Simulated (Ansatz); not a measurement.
Mulliken charges of CH4AlBS (`[CH3][Al]1[BH][S]1`) from ωB97M-V/def2-TZVPP in Ansatz (PBE0-D4/def2-TZVP geometry).

| atom | x (Å) | y (Å) | z (Å) | charge (e) |
| --- | --- | --- | --- | --- |
| C1 | -0.521 | 1.487 | -0.484 | -0.466 |
| Al2 | 0.116 | -0.204 | 0.227 | 0.175 |
| B3 | 0.780 | -1.913 | 1.028 | 0.034 |
| S4 | 0.486 | -2.174 | -0.726 | -0.212 |
| H5 | -1.499 | 1.353 | -0.955 | 0.117 |
| H6 | -0.612 | 2.251 | 0.290 | 0.117 |
| H7 | 0.165 | 1.853 | -1.252 | 0.116 |
| H8 | 1.177 | -2.710 | 1.816 | 0.119 |

By hand: the dipole of these point charges (1 e Å = 4.8032 D).

Σ q r = (0.099, -0.019, 0.447) e Å, of length 0.458 e Å = 2.20 D.

How does the dipole of the full density compare? (Best estimate.)

The calculation gave: (-0.161, 0.555, 0.001) e Å, 2.78 D; the point charges give 0.79 times that, at 96° from its direction.

Point charges leave out the atoms' own dipoles, such as those of lone pairs, and Mulliken's split depends on the basis, so the two needn't agree.
